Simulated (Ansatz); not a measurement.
Al6N⁻, 7 atoms. Hardware: 4 threads of Arm Neoverse V2 on a shared host.

Correlated methods freeze 31 core orbitals.

Task: How many basis functions does each of these Ansatz runs have, and roughly what does it cost? revPBE-D4/def2-TZVPD, charge -1 singlet, energy, from earlier orbitals; PBE-D4/def2-TZVPD, charge -1 singlet, energy and forces, from earlier orbitals; CCSD(T)/def2-TZVPD, charge -1 singlet, energy, from earlier orbitals; BLYP-D4/def2-TZVPD, charge -1 singlet, energy, from earlier orbitals; HF/def2-TZVPD, charge -1 singlet, energy, from earlier orbitals; PBE0-D4/def2-SVPD, charge -1 singlet, relaxation, 9 steps; r2SCAN-D4/def2-TZVPD, charge -1 singlet, energy, from earlier orbitals; PBE0-D4/def2-TZVPD, charge -1 singlet, energy, from earlier orbitals; RPA@PBE/def2-TZVPD, charge -1 singlet, energy, from earlier orbitals.

Result: Other jobs shared the machine, so times can vary by a factor of up to 3.

```json
{"run": "revPBE-D4/def2-TZVPD, charge -1 singlet, energy, from earlier orbitals", "functions": "295", "fitting or Cholesky vectors": "1763", "wall time": "6 s", "peak host memory (GiB)": "0.67"}
{"run": "PBE-D4/def2-TZVPD, charge -1 singlet, energy and forces, from earlier orbitals", "functions": "295", "fitting or Cholesky vectors": "1763", "wall time": "6.5 s", "peak host memory (GiB)": "0.67"}
{"run": "BLYP-D4/def2-TZVPD, charge -1 singlet, energy, from earlier orbitals", "functions": "295", "fitting or Cholesky vectors": "1763", "wall time": "7 s", "peak host memory (GiB)": "0.67"}
{"run": "HF/def2-TZVPD, charge -1 singlet, energy, from earlier orbitals", "functions": "295", "fitting or Cholesky vectors": "2199", "wall time": "7.5 s", "peak host memory (GiB)": "1.4"}
{"run": "RPA@PBE/def2-TZVPD, charge -1 singlet, energy, from earlier orbitals", "functions": "295", "fitting or Cholesky vectors": "1841", "wall time": "12 s", "peak host memory (GiB)": "1.1"}
{"run": "r2SCAN-D4/def2-TZVPD, charge -1 singlet, energy, from earlier orbitals", "functions": "295", "fitting or Cholesky vectors": "1763", "wall time": "12 s", "peak host memory (GiB)": "0.71"}
{"run": "PBE0-D4/def2-TZVPD, charge -1 singlet, energy, from earlier orbitals", "functions": "295", "fitting or Cholesky vectors": "1943", "wall time": "12 s", "peak host memory (GiB)": "1.4"}
{"run": "PBE0-D4/def2-SVPD, charge -1 singlet, relaxation, 9 steps", "functions": "164", "fitting or Cholesky vectors": "1556", "wall time": "35 s", "peak host memory (GiB)": "0.55"}
{"run": "CCSD(T)/def2-TZVPD, charge -1 singlet, energy, from earlier orbitals", "functions": "295", "fitting or Cholesky vectors": "1841", "wall time": "14 min", "peak host memory (GiB)": "3.2"}
```
